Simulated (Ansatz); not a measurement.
`O[SiH2][SiH2]O`, relaxed with RKS PBE0-D4/def2-TZVP in Ansatz 0.2.0 from a PBE-D4/def2-SVP geometry. The force threshold is 0.005 eV/Å; the program also tests the step.

Total charge 0; spin multiplicity 1.

Start:

```xyz
10

O    -0.528   -2.325   -0.248
Si   -0.866   -0.677   -0.437
Si    0.867    0.678    0.436
O     0.526    2.325    0.251
H     0.293   -2.619   -0.680
H    -2.144   -0.445    0.322
H    -1.121   -0.302   -1.882
H     1.124    0.300    1.879
H     2.143    0.449   -0.326
H    -0.295    2.617    0.685
```

Q: How much energy does the relaxation release, and in how many steps? (Estimate.)

A: Computed: 6.24 kJ/mol, in 7 steps.

Q: Which bonds change most? (Estimate.)

A: Computed: Si3–O4 from 1.693 to 1.656 Å; O1–Si2 from 1.693 to 1.656 Å; Si3–H8 from 1.513 to 1.494 Å; Si2–H7 from 1.513 to 1.494 Å.

Q: Give the relaxed structure. (Estimate.)

A: Ansatz gave: 
```xyz
10

O    -0.515   -2.296   -0.248
Si   -0.856   -0.686   -0.431
Si    0.857    0.686    0.430
O     0.514    2.296    0.250
H     0.247   -2.641   -0.714
H    -2.124   -0.463    0.313
H    -1.099   -0.341   -1.864
H     1.101    0.339    1.862
H     2.124    0.466   -0.316
H    -0.249    2.640    0.717
```
